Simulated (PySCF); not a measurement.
# Molecular orbitals of LiBe⁺

MN15 at R = 2.607 Å; PySCF, no relativity, basis sets Li aug-cc-pVDZ, Be aug-cc-pVDZ. State: ¹Σ⁺ (singlet), closed shell. Only the outer orbitals are listed, counted within each symmetry.

```json
{"orbital": "3σ", "occ.": "2", "ε (eV)": "-12.26", "on Li (%)": "29", "main shells (%)": "71 Be s, 16 Li s, 11 Li p"}
{"orbital": "4σ", "occ.": "0", "ε (eV)": "-6.42", "on Li (%)": "31", "main shells (%)": "57 Be p, 28 Li s, 12 Be s"}
{"orbital": "1π", "occ.": "0", "ε (eV)": "-5.92", "on Li (%)": "17", "main shells (%)": "82 Be p, 14 Li p"}
{"orbital": "1π", "occ.": "0", "ε (eV)": "-5.92", "on Li (%)": "17", "main shells (%)": "82 Be p, 14 Li p"}
```

Question: Which are the highest filled and the lowest empty level, where do they sit, and how wide is the gap?

Answer: Highest filled 3σ at -12.26 eV (in %: 71 Be s, 16 Li s, 11 Li p); lowest empty 4σ at -6.42 eV (in %: 57 Be p, 28 Li s, 12 Be s); the gap at MN15 is 5.84 eV.

```
bond order (Mayer)                                                                                                 : 0.82
⟨S²⟩                                                                                                               : 0.000
charge on Li (Mulliken, basis-dependent)                                                                           : 0.43
charge on Li (Löwdin, basis-dependent)                                                                             : 0.48
dipole moment (positive dipole points towards Be; it is taken about the centre of mass and depends on that origin) : -3.51 D
```

Closed-shell solutions of metal pairs were not tested for spin polarisation, which can lower them a little.
